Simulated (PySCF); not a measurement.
Job file and geometry (Å, from GFN2-xTB) of an NMR shielding run on SMILES CC#C[CH2][AlH-]1[Cl+][AlH2-][Cl+]1, C4H8Al2Cl2, PySCF, GIAO PBE0/pcSseg-1 NMR shielding, non-relativistic, gas phase; density fitting, a coarse starting grid and PySCF grid level 2 are the driver's defaults:

```
$ OMP_NUM_THREADS=1 python probes_run.py task.json out

{"job": {"kind": "nmr", "xc": "PBE0", "basis": "pcSseg-1"}, "charge": 0, "multiplicity": 1}
C     -3.398569     0.623921     0.611483
C     -2.219796     0.207463    -0.120881
C     -1.288401    -0.197964    -0.767437
C     -0.113138    -0.630811    -1.516498
Al     0.934010     0.660287    -0.428457
Cl     1.612732    -0.327986     1.442873
Al     3.685523     0.043398     0.900235
Cl     3.052897     0.977139    -0.968169
H     -3.115582     1.265941     1.445386
H     -4.069254     1.177032    -0.046081
H     -3.925522    -0.247757     1.000409
H      0.008350    -1.713515    -1.396781
H     -0.275649    -0.433554    -2.580441
H      0.459125     2.049331     0.025428
H      4.364188    -1.300036     0.562758
H      4.281486     1.123537     1.824761
```

Q: What does the program print?

A: 
```
coarse grid: 15800 points
cycle   1  E = -1561.6812658978  dE =  9.062e-01  |g| = 4.310e-01  |ddm| = 4.107e+00
cycle   2  E = -1561.6909339495  dE = -9.668e-03  |g| = 3.927e-01  |ddm| = 1.123e+00
cycle   3  E = -1561.7325315025  dE = -4.160e-02  |g| = 4.881e-02  |ddm| = 5.897e-01
cycle   4  E = -1561.7329810723  dE = -4.496e-04  |g| = 3.032e-02  |ddm| = 7.974e-02
cycle   5  E = -1561.7331654542  dE = -1.844e-04  |g| = 1.289e-02  |ddm| = 3.181e-02
cycle   6  E = -1561.7332055105  dE = -4.006e-05  |g| = 2.041e-03  |ddm| = 1.201e-02
cycle   7  E = -1561.7332064311  dE = -9.206e-07  |g| = 4.200e-04  |ddm| = 2.475e-03
final grid: 135080 points
cycle   8  E = -1561.7780458408  dE = -3.458e-05  |g| = 6.779e-03  |ddm| = 3.874e-02
cycle   9  E = -1561.7780453630  dE =  4.778e-07  |g| = 6.476e-03  |ddm| = 1.283e-02
cycle  10  E = -1561.7780556378  dE = -1.027e-05  |g| = 7.217e-04  |ddm| = 6.161e-03
cycle  11  E = -1561.7780557093  dE = -7.150e-08  |g| = 3.977e-04  |ddm| = 8.792e-04
cycle  12  E = -1561.7780557474  dE = -3.812e-08  |g| = 1.085e-04  |ddm| = 3.820e-04
cycle  13  E = -1561.7780557501  dE = -2.713e-09  |g| = 2.025e-05  |ddm| = 1.066e-04
cycle  14  E = -1561.7780557502  dE = -9.686e-11  |g| = 4.732e-06  |ddm| = 2.869e-05
converged SCF energy = -1561.7780557502

GIAO shielding tensors (ppm)
atom      isotropic    diamagn.    paramagn.     s11        s22        s33       span
  0 C      181.657     252.372     -70.715    173.719    173.994    197.259     23.541
  1 C       96.510     266.372    -169.862     11.625     17.127    260.777    249.152
  2 C      104.912     266.722    -161.810     20.787     23.520    270.428    249.640
  3 C      185.654     256.817     -71.162    178.140    183.398    195.425     17.285
  4 Al     447.195     796.142    -348.946    367.555    448.780    525.251    157.696
  5 Cl     940.898    1153.582    -212.684    855.484    952.435   1014.774    159.290
  6 Al     414.681     795.194    -380.512    361.651    382.773    499.620    137.968
  7 Cl     901.780    1150.331    -248.551    830.950    874.805    999.585    168.634
  8 H       29.682      31.109      -1.427     23.992     28.900     36.153     12.161
  9 H       29.660      26.428       3.232     24.384     27.657     36.940     12.556
 10 H       29.620      28.074       1.546     24.388     27.719     36.752     12.364
 11 H       30.010      31.303      -1.293     25.966     27.497     36.567     10.601
 12 H       30.069      29.713       0.357     24.556     28.110     37.542     12.986
 13 H       27.131      30.767      -3.636     23.007     26.071     32.314      9.306
 14 H       27.178      28.533      -1.354     24.004     24.208     33.322      9.318
 15 H       27.138      28.290      -1.152     23.917     24.192     33.304      9.387
```

Size and cost of the density-fitted run: 204 basis functions, 68 s wall time on 1 thread of an Arm Neoverse N1, shared host; peak memory 0.91 GiB.
